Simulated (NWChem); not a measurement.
Molecule: C4H3N; SMILES C(C#C)C#N

```xyz
8

C      0.5835    -2.1932     0.0000
C     -0.0617    -1.1715     0.0000
C     -0.8549     0.0546     0.0000
C     -0.0470     1.2758     0.0000
N      0.5757     2.2497     0.0000
H      1.1615    -3.0993     0.0000
H     -1.5163     0.0786     0.8833
H     -1.5163     0.0786    -0.8833
```
Atoms are numbered in this order, from 1.

All runs: NWChem. STO-3G and 3-21G are far too small for this property and stand as cheap habits. Geometry: optimised at PBE0/def2-SVP. GIAO values for the isolated, static molecule; σ is the absolute isotropic shielding, δ = σ(reference) − σ with the isolated reference molecule computed at the same levels (13C: tetramethylsilane, 1H: tetramethylsilane, 15N: ammonia).

| level | δ C1 (ppm) | δ C2 (ppm) | δ C3 (ppm) | δ C4 (ppm) | δ N5 (ppm) | δ H6 (ppm) | δ H7 (ppm) |
|---|---|---|---|---|---|---|---|
| PBE/pcSseg-1 | 75.4 | 72.7 | 10.6 | 113.1 | 303.9 | 1.90 | 3.19 |
| LDA (Slater exchange, VWN5)/pcSseg-1 | 81.6 | 78.1 | 9.1 | 118.5 | 320.7 | 1.84 | 3.21 |
| Hartree-Fock/STO-3G | 75.6 | [?] | [?] | [?] | [?] | [?] | [?] |

**Question.** Complete the blanks.

**Answer.** 
- Hartree-Fock/STO-3G, δ C2 (ppm): 61.0
- Hartree-Fock/STO-3G, δ C3 (ppm): 19.2
- Hartree-Fock/STO-3G, δ C4 (ppm): 102.2
- Hartree-Fock/STO-3G, δ N5 (ppm): 244.1
- Hartree-Fock/STO-3G, δ H6 (ppm): 3.08
- Hartree-Fock/STO-3G, δ H7 (ppm): 2.40
